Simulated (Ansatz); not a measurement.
Ga$_{2}$H$_{6}$S$_{2}$, SMILES `[SH+]1[GaH2-][SH+][GaH2-]1`. Total charge 0; spin multiplicity 1. The structure was optimised at the PBE0-D4/def2-TZVP level.

```xyz
10

S     1.219   -0.268    1.248
Ga    0.569   -1.304   -0.821
S    -1.139    0.315   -1.311
Ga   -0.112    1.573    0.461
H     0.253   -0.828    1.994
H     1.726   -0.993   -1.816
H    -0.122   -2.665   -0.494
H    -2.089   -0.250   -0.548
H     0.893    2.531   -0.247
H    -1.199    1.889    1.534
```

Q: What is the dipole moment at r2SCAN/def2-TZVPP? (An estimate is asked.)

A: Ansatz gave: 1.71 D, with components (-1.22, -0.72, 0.96) D in this frame, pointing from negative to positive charge.

Q: And with PBE, B3LYP, ωB97M-V? (Estimate.)

A: Ansatz gave: PBE 1.63 D, B3LYP 1.63 D, ωB97M-V 1.63 D.

Q: Give the Mulliken charges with r2SCAN, PBE, ωB97M-V in def2-TZVPP. (Best estimate.)

A: Ansatz gave: 
```
atom  r2SCAN    PBE  ωB97M-V
  S1   -0.25  -0.22    -0.26
 Ga2    0.26   0.16     0.17
  S3   -0.25  -0.22    -0.26
 Ga4    0.26   0.16     0.17
  H5    0.12   0.13     0.14
  H6   -0.06  -0.03    -0.03
  H7   -0.06  -0.04    -0.03
  H8    0.12   0.13     0.14
  H9   -0.06  -0.03    -0.03
 H10   -0.06  -0.04    -0.03
```

B3LYP here is the variant with VWN-RPA as its local correlation; programs differ in this.
